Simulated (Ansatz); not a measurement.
`C[SiH2]/N=C/F` + H–F → `F/C=N/[SiH2]F` + CH₄ at 700 K and 1 bar (ligand exchange at the Si–C bond).

Program: Ansatz. Geometries: PBE0-D4/def2-TZVP. ΔE: electronic, gas phase. CCSD(T)/CBS adds triple-zeta CCSD(T) − MP2 to the extrapolated MP2 energy (def2 sets, frozen cores). This one scheme is used for every species. Double bonds are as drawn, so ΔE can hold a change between cis and trans. Each species was taken in one conformer, which may not be the lowest.

```tsv
species	CCSD(T)/CBS energy (Eh)	H − E (kJ/mol)	S (J/(mol·K))
`C[SiH2]/N=C/F`	-523.29934	281.9	461.5
H–F	-100.39570	45.2	198.5
`F/C=N/[SiH2]F`	-583.28846	180.0	420.6
CH₄	-40.46206	145.9	224.0
```

H − E and S are ideal-gas, rigid-rotor, harmonic terms from PBE0-D4/def2-TZVP, for one conformer and one mirror image of each species. 1 Eh = 2625.50 kJ/mol, R = 8.31446 J/(mol·K).

By hand: ΔE, ΔH, ΔS and ΔG.

ΔE = (-583.28846) + (-40.46206) − (-523.29934) − (-100.39570) = -0.05548 Eh = -145.7 kJ/mol. Δ(H − E) = 180.0 + 145.9 − 281.9 − 45.2 = -1.2, so ΔH = -146.9 kJ/mol. ΔS = 420.6 + 224.0 − 461.5 − 198.5 = -15.4 J/(mol·K). ΔG = -146.9 − 700 × (-15.4)/1000 = -136.1 kJ/mol.

By hand: the equilibrium constant, and the temperature at which ΔG would vanish if ΔH and ΔS stayed fixed.

log₁₀ K = −ΔG/(RT ln 10) = 10.2. ΔG = 0 at ΔH/ΔS = 9539 K, far beyond where these terms or the molecules hold.

ΔH outweighs TΔS. A doubt of 5 kJ/mol in ΔE shifts log₁₀ K by 0.4 here. Other conformers and mirror images would add mixing entropy, several J/(mol·K) or more a flexible species. These are equilibria of isolated gas molecules and say nothing of rates. Largest T1 diagnostic: 0.013 (customary marks: 0.02 for closed shells, 0.045 for open ones).
